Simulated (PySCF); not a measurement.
# Working with the constants of SbC⁻

RHF-CCSD(T) constants of SbC⁻, ¹Σ⁺ (singlet), closed shell (Sb def2-SVPD with ECP28, C def2-SVPD; scalar-relativistic core potentials (PySCF 2.14); masses 120.9038 and 12.0000 u):

* ωe: 781.2 cm⁻¹
* ωexe: 3.99 cm⁻¹
* Be: 0.40316 cm⁻¹
* αe: 0.00267 cm⁻¹
* D (centrifugal): 4.3e-07 cm⁻¹

Q: Give the band origin of the fundamental and the first lines of its P and R branches.

A: ν0 = ωe − 2ωexe = 773.2 cm⁻¹, B0 = 0.40183, B1 = 0.39916 cm⁻¹.

```csv
J″,P(J″) − ν0,R(J″) − ν0
0,,0.798
1,-0.804,1.591
2,-1.613,2.379
3,-2.427,3.161
4,-3.247,3.938
5,-4.071,4.709
6,-4.902,5.475
```

Q: Near which J would the R branch turn back, without centrifugal distortion?

A: At J ≈ (B0 + B1)/(2(B0 − B1)) − 1 ≈ 150.

Correlated steps freeze 5 core orbitals. Spin–orbit coupling is left out, which matters for elements this heavy, above all for dissociation energies. The CCSD T1 diagnostic is raised, a sign that a single reference may not be enough here.
